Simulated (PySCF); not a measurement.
Electronic structure of Te⁺ (tellurium, charge +1) at the r2SCANh level

Configuration: [Kr] 4d10 5s2 5p3, high-spin 4S determinant. All numbers are calculated (PySCF 2.14, no relativity, point nucleus, in dyall-av2z).

```
Total energy                                     : -6614.04 hartree
One-electron energy                              : -9080.27 hartree
Hartree (Coulomb) energy                         : 2637.41 hartree
Exchange-correlation energy                      : -171.18 hartree
Kinetic energy                                   : 6611.54534 hartree
⟨S²⟩                                             : 3.7509
⟨L²⟩                                             : 0.000
Sum of ⟨r⟩                                       : 34.48 bohr
Sum of ⟨r²⟩                                      : 50.58 bohr²
Density at the nucleus (Gaussians lack the cusp) : 98700 bohr⁻³
Spin density at the nucleus                      : -0.675 bohr⁻³
Langevin diamagnetic susceptibility              : -40.1 ×10⁻⁶ cm³/mol
Time after the integrals                         : roughly 10 core-seconds
```

| shell | electrons | mean orbital energy (eV) | rms radius, mean of both spins (bohr) |
| --- | --- | --- | --- |
| 1s α | 1 | -30490.8 | 0.0338 |
| 1s β | 1 | -30490.7 | 0.0338 |
| 2s α | 1 | -4594.6 | 0.137 |
| 2s β | 1 | -4594.6 | 0.137 |
| 2p α | 3 | -4307.9 | 0.118 |
| 2p β | 3 | -4307.8 | 0.118 |
| 3s α | 1 | -928.64 | 0.358 |
| 3s β | 1 | -928.56 | 0.358 |
| 3p α | 3 | -808.31 | 0.351 |
| 3p β | 3 | -808.19 | 0.351 |
| 3d α | 5 | -585.89 | 0.323 |
| 3d β | 5 | -585.79 | 0.323 |
| 4s α | 1 | -167.68 | 0.845 |
| 4s β | 1 | -167.42 | 0.845 |
| 4p α | 3 | -125.72 | 0.891 |
| 4p β | 3 | -125.46 | 0.891 |
| 4d α | 5 | -54.874 | 1.04 |
| 4d β | 5 | -54.515 | 1.04 |
| 5s α | 1 | -24.555 | 2.26 |
| 5s β | 1 | -21.121 | 2.26 |
| 5p α | 3 | -15.428 | 2.66 |

A non-relativistic calculation at this Z misses sizeable relativistic shifts.
